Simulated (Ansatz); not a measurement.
A nudged elastic band was laid between two geometries of H4O2SeSn (8 atoms, charge 0, multiplicity 1).

Theory: Ansatz, RKS PBE0-D4/def2-SVP.

| Property | Result |
| --- | --- |
| movable images | 7 |
| climbing image | yes |
| spring | 5.0 eV/Å² |
| optimiser | quadratic models (default) |
| start path | through a guess of the saddle point |
| force threshold | 0.03 eV/Å |
| iteration limit | 60 |
| end points | relaxed |

Initial state:

```xyz
8
Properties=species:S:1:pos:R:3
O -0.356 1.510 -1.215
Sn 0.055 0.282 0.282
O 2.017 0.097 0.229
Se -1.180 -1.878 -0.222
H -1.258 1.399 -1.538
H -0.278 0.920 1.829
H 2.335 -0.191 -0.635
H -1.243 -2.195 1.214
```

Final state:

```xyz
8
Properties=species:S:1:pos:R:3
O -0.926 1.660 -1.312
Sn -1.038 0.814 0.494
O 1.415 0.446 0.567
Se -0.785 -1.704 -0.394
H -0.696 1.078 -2.044
H 1.817 0.373 1.442
H 1.323 -0.473 0.240
H -1.018 -2.251 0.952
```

(1) Which bonds break or form, and what moves?

(2) What energy profile does the band end with?

(3) What is the geometry of the highest image?

Answers

(1) Bonds broken: Sn2–O3, Sn2–H6. Bonds formed: O3–H6.

(2) The run converged. The highest image is number 4 of 0 to 8, 42.4 kcal/mol above the first end and 62.0 kcal/mol above the last; the last end lies 19.7 kcal/mol below the first. Neighbouring images differ by up to 1.8 eV, so the band resolves the path poorly. A vibrational analysis at the climbing image gives one clearly imaginary mode, 1251i cm⁻¹: a first-order saddle point. The orbitals stay closed-shell, which can raise the energy where a bond breaks towards radicals; this wasn't checked here.

| image | path coordinate (Å) | energy (kcal/mol) | Sn2–O3 (Å) | Sn2–H6 (Å) | O3–H6 (Å) |
| --- | --- | --- | --- | --- | --- |
| 0 | 0.00 | 0.0 | 1.97 | 1.71 | 2.92 |
| 1 | 0.67 | 0.6 | 1.98 | 1.70 | 2.95 |
| 2 | 1.34 | 1.7 | 1.98 | 1.71 | 2.96 |
| 3 | 2.02 | 15.6 | 1.99 | 1.69 | 2.36 |
| 4 | 2.69 | 42.4 | 2.13 | 1.76 | 1.60 |
| 5 | 3.27 | 0.5 | 2.35 | 2.11 | 1.03 |
| 6 | 3.86 | -15.0 | 2.50 | 2.69 | 0.97 |
| 7 | 4.45 | -18.6 | 2.50 | 2.97 | 0.97 |
| 8 | 5.03 | -19.7 | 2.48 | 3.04 | 0.97 |

(3) 
```xyz
8
Properties=species:S:1:pos:R:3
O -0.784 1.683 -1.151
Sn -0.296 0.443 0.314
O 1.830 0.387 0.229
Se -1.285 -1.818 -0.376
H -1.375 1.291 -1.804
H 0.958 0.710 1.525
H 2.273 -0.475 0.188
H -1.229 -2.279 1.020
```

Run time: 3.9 min on 2 threads of AMD EPYC 9R14 (Zen 4), with other jobs on the host, peak memory 0.29 GiB.
